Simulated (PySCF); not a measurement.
## Does the structure fit the spectrum?

A compound C5H8O3Si gives the data below (simulated from a calculation) and was assigned the structure `C[Si](O)(O)c1ccco1`.

13C{1H} NMR (computed): δ 150.9 (C), 146.5 (CH), 128.3 (CH), 113.0 (CH), 50.2 (CH3).

1H NMR (400 MHz, computed): δ 7.32 (m, 1H), 7.14 (m, 1H), 6.52 (m, 1H), 5.03 (s, 2H), 3.90 (s, 3H).

Fast rotation and ring inversion assumed for equivalent nuclei, no solvent model, one computed conformer, relativity neglected. Shieldings: GIAO PBE0/pcSseg-1; GFN2-xTB geometry; PySCF 2.14.0 with density-fitted response routines.

Chemical shifts δ = σref − σ; TMS for 1H, 13C, all at this level.

Q: Compare with the shifts computed for the proposed structure, pairing carbons in order of shift.

A: Atoms are numbered as in `[CH3:1][Si:2]([OH:3])([OH:4])[c:5]1[cH:6][cH:7][cH:8][o:9]1`. Each H is labelled by its parent atom.

```tsv
atom	computed for proposal	given list	difference
C5	161.6	150.9	+10.7
C8	151.1	146.5	+4.6
C6	126.4	128.3	-1.9
C7	116.2	113.0	+3.2
C1	3.4	50.2	-46.8
```

The rms difference is 21.6 ppm and the largest -46.8 ppm at C1 (methyl carbon bonded to Si). The proposal doesn't fit.

Q: Which isomer fits?

A: SMILES CO[SiH2]Oc1ccoc1.

- Carbon types of the structure: 1 × C, 3 × CH, 1 × CH3, leaving 2 H on heteroatoms.
- δC 150.9: aromatic carbon bearing oxygen; an ipso carbon deshielded by its heteroatom.
- δC 146.5, 128.3: aromatic CH next to the ring oxygen.
- δC 113.0: aromatic CH; resonance donation from the substituent shields this position.
- δH 3.90: hydrogen on a methyl carbon bonded to O; its carbon carries O, hence the downfield position.

The data come from this structure; uniqueness wasn't tested.

Shifts are as computed. Against solution values, carbons near 30 ppm lie about +3 ppm off and those near 130 ppm about +5 ppm. Of 1211 compounds with measured shifts, 218 miss one by over three times the rms of a fit or turn the order of signals round; such compounds aren't used in these exercises. No couplings were computed; multiplicities are counted from neighbouring protons, with m where these are inequivalent, close in shift, in a saturated or five-membered ring or joined by F or P, and br s for small geminal =CH2 splittings.
